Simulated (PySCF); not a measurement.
**Electron correlation in Sn⁺ (tin, charge +1)**

Starting occupation: [Kr] 4d10 5s2 5p1, 5p1/2 with m_j = +1/2. All numbers are calculated (PySCF 2.14, X2C-1e with screened-nucleus spin-orbit coupling, Gaussian nucleus, in x2c-TZVPPall-2c (8s9p5d2f, 74 functions)). Frozen: [Ar] 3d10; 21 electrons correlated; the 6 highest virtual spinors left out.

MP2 pair energies summed by pair of shells (mhartree):

```tsv
pair	energy	share (%)
4d3/2-4d5/2	-82.04	20.7
4d5/2-4d5/2	-59.81	15.1
4d5/2-5s1/2	-38.54	9.7
4d5/2-4p3/2	-25.75	6.5
4d3/2-4d3/2	-25.16	6.3
4d3/2-5s1/2	-25.05	6.3
5s1/2-5s1/2	-17.67	4.5
4d3/2-4p3/2	-17.43	4.4
5p1/2-5s1/2	-12.67	3.2
4d5/2-4p1/2	-12.15	3.1
4d5/2-5p1/2	-9.64	2.4
4p3/2-4p3/2	-9.63	2.4
4p1/2-4p3/2	-9.40	2.4
4d5/2-4s1/2	-8.22	2.1
4d3/2-4p1/2	-7.77	2.0
4p3/2-4s1/2	-6.62	1.7
4d3/2-5p1/2	-6.59	1.7
4d3/2-4s1/2	-5.43	1.4
4p3/2-5s1/2	-5.05	1.3
4p1/2-4s1/2	-3.23	0.8
4p1/2-4p1/2	-2.14	0.5
4p1/2-5s1/2	-2.10	0.5
4s1/2-4s1/2	-1.61	0.4
4p3/2-5p1/2	-1.40	0.4
4s1/2-5s1/2	-0.68	0.2
4p1/2-5p1/2	-0.46	0.1
4s1/2-5p1/2	-0.19	0.0
```

Total MP2 correlation energy: -396.46 mhartree.

This basis was not built for core-valence correlation, so the inner-shell part is incomplete.
